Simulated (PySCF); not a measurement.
GeH3O4, SMILES [Ge]([OH])([O])([OH])[OH], multiplicity 2.

Geometry: PBE-D3(BJ)/def2-SVP. The isomer is the one that the SMILES or the coordinates give; other isomers of the formula were not compared. Other conformers were not sampled.

Level of theory: PBE-D3(BJ)/def2-SVP run with PySCF 2.14.0.

Frequencies are harmonic and unscaled.

```csv
mode,ν (cm⁻¹),IR (km/mol),moving atoms (share of kinetic energy)
1,79,56.9,"H 57 %, O 43 %"
2,145,5.8,"O 86 %, Ge 10 %"
3,175,141.5,"H 83 %, O 13 %"
4,208,23.9,"O 61 %, H 28 %, Ge 11 %"
5,227,33.7,"O 63 %, Ge 22 %, H 15 %"
6,233,13.5,"O 64 %, H 23 %, Ge 13 %"
7,247,49.0,"O 61 %, H 29 %, Ge 11 %"
8,267,40.5,"H 75 %, O 21 %"
9,644,10.0,"O 81 %, Ge 17 %"
10,657,2.0,O 97 %
11,714,75.7,"O 77 %, Ge 21 %"
12,723,97.3,"O 75 %, Ge 24 %"
13,866,50.5,H 93 %
14,891,90.9,H 90 %
15,910,122.6,"H 88 %, O 10 %"
16,3704,118.0,H 94 %
17,3709,74.3,H 94 %
18,3726,79.1,H 94 %
```
